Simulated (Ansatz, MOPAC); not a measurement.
Species: C₄H₇Cl₂ (charge 0, doublet). SMILES: Cl[CH]C[C@@H](Cl)C

Atoms: C1, C2, C3, C4, Cl5, Cl6, H7, H8, H9, H10, H11, H12, H13. Bonds: C1-C2, C1-H7, C1-H8, C1-H9, C2-C3, C2-Cl6, C2-H10, C3-C4, C3-H11, C3-H12, C4-Cl5, C4-H13.

Bond lengths (Å) and angles (degrees) optimised at PM7 with MOPAC; HF/3-21G with Ansatz (a first-principles code); MP2/6-31G* with Ansatz, each started from the B3LYP-D3(BJ)/def2-TZVP structure (Ansatz) of the last column. A row stands for all coordinates that are equal there; 13 of 28 kinds are shown. 6-31G* holds six Cartesian d functions. No wavenumbers were computed at MP2/6-31G*, so these may be saddle points.

```
coordinate             PM7  HF/3-21G  MP2/6-31G*  B3LYP-D3(BJ)/def2-TZVP
----------  --------------  --------  ----------  ----------------------
C1-C2                1.512     1.520       1.518                   1.514
C1-H7       1.099 to 1.116     1.084       1.095                   1.093
C1-H8                1.101     1.081       1.092                   1.089
C1-H9                1.099     1.082       1.093                   1.091
C2-C3                1.530     1.531       1.532                   1.534
C2-Cl6               1.800     1.907       1.800                   1.823
C2-H10               1.112     1.075       1.093                   1.088
C3-C4                1.463     1.493       1.487                   1.480
C1-C2-C3             112.7     113.3       112.3                   112.8
C1-C2-Cl6            107.6     107.6       109.6                   109.5
C3-C2-Cl6            107.0     107.7       109.4                   109.3
C2-C3-C4             111.1     113.5       114.8                   115.1
C3-C4-Cl5            118.0     115.4       118.1                   118.9
```

A range marks coordinates that this level makes unequal.

Mean signed difference of all 12 bond lengths from B3LYP-D3(BJ)/def2-TZVP: PM7 0.000 Å, HF/3-21G 0.013 Å, MP2/6-31G* 0.001 Å.
